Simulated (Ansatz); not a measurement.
The cluster ZrO2. Total charge 0; singlet. Geometry PBE0-D4/def2-TZVP, basis def2-TZVP, Ansatz.

```xyz
3

Zr   -0.221    0.275   -0.594
O     1.262    0.700    0.257
O    -1.041   -0.975    0.336
```

```csv
run,HOMO (eV),LUMO (eV)
A,-6.76,-2.90
B,-5.22,-3.66
C,-5.54,-3.76
D,-5.52,-3.10
E,-5.30,-3.56
F,-9.38,-1.16
```

In the def2 sets Zr takes a core potential; there is no spin–orbit coupling. LC-ωPBE has ω = 0.4 bohr⁻¹. The structure comes from a short search, and lower isomers may exist.

Question: The runs used BLYP, LC-ωPBE, LDA (SPW92), PBE, PBE0, r2SCAN. Estimate which is which.

Answer: A PBE0 (25 % exact exchange); B BLYP (0 % exact exchange); C LDA (SPW92) (0 % exact exchange); D r2SCAN (0 % exact exchange); E PBE (0 % exact exchange); F LC-ωPBE (range-separated). Exact exchange lowers occupied and raises empty levels; among semilocal functionals meta-GGAs tend to open the gap a little, and such runs are hard to tell apart. The gap grows from 1.56 eV (BLYP) to 8.23 eV (LC-ωPBE).
